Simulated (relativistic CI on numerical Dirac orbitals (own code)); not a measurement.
# Level scheme of Pd¹²⁺

Computed by Dirac-Coulomb-Breit CI, separate exchange-only KLI orbitals for each configuration, QED by a radiative potential, unscaled Slater integrals (own radial code, finite nucleus).

CI space (outside the closed core [Ar] 3d10): 4s²4p⁴, 4s4p⁵, 4p⁶, 4s²4p³4d, 4s4p⁴4d, 4s²4p³4f, 4s4p⁴4f, 4p⁵4d, 4s4p³4d², 4s²4p³5s, 4s²4p³5p, 4s²4p²4d4f, 4p⁴4d², 4p³4d³, 4p³4d²4f, 4p³4d²5s. Double excitations out of closed p, d and f shells are left out; levels of such configurations are missing from the list, as are those of other unlisted configurations, and high levels can miss mixing partners. These lack a partner that the ground configuration has and come out too high: 4s²4p³5p.

The lowest level is 4s²4p⁴ ³P2, with 83 % of that term; Hund's rules for 4s²4p⁴ give ³P with J = 2, in agreement.

| No. | Configuration | Term | J | E (cm⁻¹) | % | Lifetime (s) | jj configuration (%) |
| --- | --- | --- | --- | --- | --- | --- | --- |
| 1 | 4s²4p⁴ | ³P | 2 | 0 | 83 |  | 4p3/2^2 (94) |
| 2 | 4s²4p⁴ | ³P | 0 | 28300 | 70 | 1.11e+00 | 4p3/2^2 (84) |
| 3 | 4s²4p⁴ | ³P | 1 | 40720 | 98 | 7.69e-04 | 4p1/2 4p3/2^3 (98) |
| 4 | 4s²4p⁴ | ¹D | 2 | 60319 | 83 | 8.27e-04 | 4p1/2 4p3/2^3 (94) |
| 5 | 4s²4p⁴ | ¹S | 0 | 125384 | 70 | 1.05e-04 | 4p3/2^4 (84) |
| 6 | 4s4p⁵ | ³P° | 2 | 307503 | 85 | 2.01e-10 | 4s 4p3/2^3 (85) |
| 7 | 4s4p⁵ | ³P° | 1 | 330103 | 76 | 1.49e-10 | 4s 4p3/2^3 (52) |
| 8 | 4s4p⁵ | ³P° | 0 | 351815 | 84 | 1.81e-10 | 4s 4p1/2 4p3/2^4 (84) |
| 9 | 4s4p⁵ | ¹P° | 1 | 400115 | 60 | 7.03e-11 | 4s 4p1/2 4p3/2^4 (47) |
| 10 | 4s²4p³4d | ⁵D° | 2 | 430302 | 64 | 1.25e-09 | 4p3/2 4d3/2 (66) |
| 11 | 4s²4p³4d | ⁵D° | 0 | 430376 | 82 | 1.20e-09 | 4p3/2 4d3/2 (60) |
| 12 | 4s²4p³4d | ⁵D° | 3 | 431057 | 69 | 2.37e-09 | 4p3/2 4d3/2 (41) |
| 13 | 4s²4p³4d | ⁵D° | 1 | 432599 | 87 | 4.58e-10 | 4p3/2 4d3/2 (43) |
| 14 | 4s²4p³4d | ⁵D° | 4 | 436922 | 81 | 7.56e-03 | 4p3/2 4d5/2 (59) |
| 15 | 4s²4p³4d | ³D° | 2 | 447760 | 37 | 5.22e-10 | 4p3/2 4d5/2 (58) |
| 16 | 4s²4p³4d | ³D° | 3 | 465672 | 54 | 1.99e-09 | 4p1/2 4p3/2^2 4d5/2 (69) |
| 17 | 4s²4p³4d | ³D° | 1 | 467333 | 91 | 1.01e-09 | 4p1/2 4p3/2^2 4d3/2 (44) |
| 18 | 4s²4p³4d | ¹S° | 0 | 470151 | 80 | 7.70e-06 | 4p1/2 4p3/2^2 4d3/2 (45) |
| 19 | 4s²4p³4d | ³F° | 2 | 470852 | 55 | 1.12e-09 | 4p1/2 4p3/2^2 4d3/2 (80) |
| 20 | 4s²4p³4d | ³F° | 3 | 476897 | 67 | 1.68e-09 | 4p1/2 4p3/2^2 4d3/2 (73) |
| 21 | 4s²4p³4d | ³G° | 3 | 485398 | 60 | 3.62e-10 | 4p1/2 4p3/2^2 4d3/2 (29) |
| 22 | 4s²4p³4d | ³F° | 4 | 486445 | 50 | 1.37e-03 | 4p1/2 4p3/2^2 4d5/2 (60) |
| 23 | 4s²4p³4d | ³F° | 4 | 493616 | 63 | 1.76e-03 | 4p1/2 4p3/2^2 4d5/2 (70) |
| 24 | 4s²4p³4d | ¹G° | 4 | 503258 | 70 | 2.95e-03 | 4p1/2 4p3/2^2 4d3/2 (70) |
| 25 | 4s²4p³4d | ³G° | 5 | 504758 | 98 | 5.02e-03 | 4p1/2 4p3/2^2 4d5/2 (98) |
| 26 | 4s²4p³4d | ³D° | 1 | 506168 | 89 | 7.76e-11 | 4p3/2 4d5/2 (36) |
| 27 | 4s²4p³4d | ¹D° | 2 | 517661 | 48 | 1.96e-10 | 4p1/2 4p3/2^2 4d3/2 (65) |
| 28 | 4s²4p³4d | ³P° | 0 | 522643 | 76 | 1.43e-10 | 4p1/2 4p3/2^2 4d5/2 (42) |
| 29 | 4s²4p³4d | ³P° | 1 | 524144 | 70 | 3.92e-11 | 4p1/2 4p3/2^2 4d5/2 (32) |
| 30 | 4s²4p³4d | ³D° | 2 | 532650 | 71 | 2.47e-10 | 4p1/2 4p3/2^2 4d5/2 (81) |

Energies count from the lowest computed level; ° marks odd parity; lifetimes are radiative, by E1, M1, E2, M2, E3 decay to levels of this space only. Filled j subshells are mostly left out of the jj labels.

The mean weight of the leading LS term, summed over parents, in these 30 levels is 72 %, and that of the leading jj configuration (from the same eigenvectors) 65 %.

At this charge energies of transitions that change n are usually good to better than 1 %, and those within a shell (Δn = 0) to a few per cent.

LS names give the leading component of a level, which can be under half, so a name can repeat, a term be missing and a line seem to break the LS rules.
